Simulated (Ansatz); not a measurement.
```yaml
crystal:
  periodic: [false, false, false]
  atoms:
    - {symbol: W, position_ang: [0.647968, -0.526258, -0.297109]}
    - {symbol: Se, position_ang: [-1.136606, -1.201269, 0.895346]}
    - {symbol: Se, position_ang: [0.476053, 1.699798, -0.654923]}
basis:
  gaussian: {orbitals: def2-mTZVP}
hamiltonian: {xc: {name: wB97X}}
scf: {lower_state_search: off}
```

```sh
$ ansatz run in.yaml --threads 4 --pin off --events-out ev --progress --plain --max-ram 3916MiB
```

It prints (some lines left out):

```
Functional definition: wB97X
1062 factors; integrals over basis functions are off by at most 2.2e-4 eV
249 factors; integrals over basis functions are off by at most 5.3e-6 eV
mean field evaluation 1: about -132523.4194 eV, gradient 2.7e1 eV
mean field evaluation 2: about -132511.1926 eV, gradient 8.2e1 eV
mean field evaluation 4: about -132525.6769 eV, gradient 1.3e0 eV
mean field evaluation 8: about -132525.7269 eV, gradient 1.7e-1 eV
mean field evaluation 16: about -132525.7303 eV, gradient 1.3e-2 eV
mean field evaluation 32: about -132525.7304 eV, gradient 6.5e-6 eV
mean field -132525.73035058 eV, -4870.2307612174 hartree, gradient 6.5e-6 eV, S^2 0.000000; 0 other end points of the search recorded, 0 dependent functions left out
reference -132525.73032383 eV, -4870.2307602345 hartree; 41, 41 occupied and 67, 67 virtual orbitals, 1062 factors
Total energy: -132525.73032383 eV, -4870.2307602345 hartree
Checks for a lower state left out: stability, starts, cluster_reference, orbital_swaps, neighbouring_geometries, increment
```

It took 1.4 s on 4 threads of AMD EPYC 9R45 on a shared host.

In the def2 sets W takes a core potential; there is no spin–orbit coupling. The restricted singlet is unstable towards broken spin symmetry at other levels; at RKS ωB97X/def2-mTZVP this wasn't settled.
